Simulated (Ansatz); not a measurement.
Z-matrix (Å, degrees):
```
C
B 1 1.560
H 1 1.101 2 105.6
H 1 1.094 2 114.7 3 -116.8
H 1 1.093 2 114.6 3 115.2
C 2 1.544 1 122.1 3 104.2
Ga 2 2.103 1 119.9 3 -75.3
C 6 1.338 2 121.1 1 35.8
H 6 1.089 2 121.2 1 -152.9
F 7 1.778 2 113.9 1 100.5
H 7 1.572 2 136.3 1 -79.8
H 8 1.086 6 122.4 2 171.1
H 8 1.086 6 121.5 2 -6.7
```

Charge 0, multiplicity 1.

(1) List the PBE/def2-TZVPP orbital energies in eV (Ansatz 0.2.0). (An estimate is asked.)

Answers

(1) The calculation gave: Occupied: -10093.45, -1233.35, -1093.08, -1092.96, -1092.94, -658.10, -269.65, -269.06, -268.68, -177.38, -143.15, -97.81, -97.51, -97.43, -27.27, -19.79, -19.72, -19.65, -19.52, -19.47, -19.35, -17.53, -14.67, -12.20, -11.49, -10.49, -10.17, -10.06, -9.55, -8.50, -8.34, -8.15, -7.99, -7.38, -6.05. Lowest empty: -3.15, -1.82, -0.75, 0.00, 0.45, 1.02, 1.37, 1.45.
